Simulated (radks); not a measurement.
Dipole-allowed excitations along the series with 68 electrons in [Xe] 4f14. Calculated with a radial shooting solver on a logarithmic mesh with Libxc functionals: scalar-relativistic Kohn-Sham, LB94 model potential, spin-unpolarised, spherical densities, finite nucleus; Fermi nuclear charge, rms radius of each element as measured or else 0.836 A^(1/3) + 0.57 fm. Time-dependent linear response with the Hartree and adiabatic LDA kernel, continuum included through the Sternheimer equations, no spin-orbit coupling, so fine structure and intercombination lines are absent. Lines are the poles of the dipole polarisability below minus the highest occupied eigenvalue, found on a grid refined at the orbital gaps; the lowest seven at most are given, and weak or close lines can be missed. The first line takes the name of the lowest orbital gap if no other gap lies below it; otherwise a line is named after a gap within 0.6 % of it, if that gap stands alone.

| species | -e(HOMO) (eV) | lowest orbital gap (eV) | first line (eV) | f | static alpha (bohr^3) |
|---|---|---|---|---|---|
| Hg12+ | 284.74 | 5p-5d 69.691 | 82.533 (5p-5d) | 5.08 | 0.7964 |
| Tl13+ | 315.71 | 5p-5d 73.924 | 87.539 (5p-5d) | 5.19 | 0.7034 |
| Pb14+ | 347.97 | 5p-5d 78.210 | 92.555 (5p-5d) | 5.26 | 0.6249 |
